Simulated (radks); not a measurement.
These are the eigenvalues of the occupied orbitals of an atom or ion with whole-number occupations (Ry). Method: Dirac Kohn-Sham, BLYP, spin-unpolarised, spherical densities, point nucleus; computed with a radial shooting solver on a logarithmic mesh with Libxc functionals.

orbital  eigenvalue
1s1/2     -4590.427
2s1/2     -855.7416
2p1/2     -820.6078
2p3/2     -743.5949
3s1/2     -263.2744
3p1/2     -247.9926
3p3/2     -231.2736
3d3/2     -205.6431
3d5/2     -201.9654
4s1/2     -115.0139
4p1/2     -108.5859
4p3/2     -103.5748
4d3/2     -93.10984
4d5/2     -92.04007
5d3/2     -53.97142
5d5/2     -53.52021

Which element is it, and in what charge state? The configuration may be excited. Open shells, if any, are shared by 2j + 1.

Answer. Z = 70, ytterbium, charge +32: Yb32+ in [Kr] 4d1 5d1. The list shows which subshells hold electrons but not how many an open one holds; the 1s level, -2295.2 hartree, gives Z - s = 67.8 by -(Z - s)^2/2, which with screening and relativity narrows Z to a few neighbours, and the depths of the outer levels then fix element, charge and occupations together.
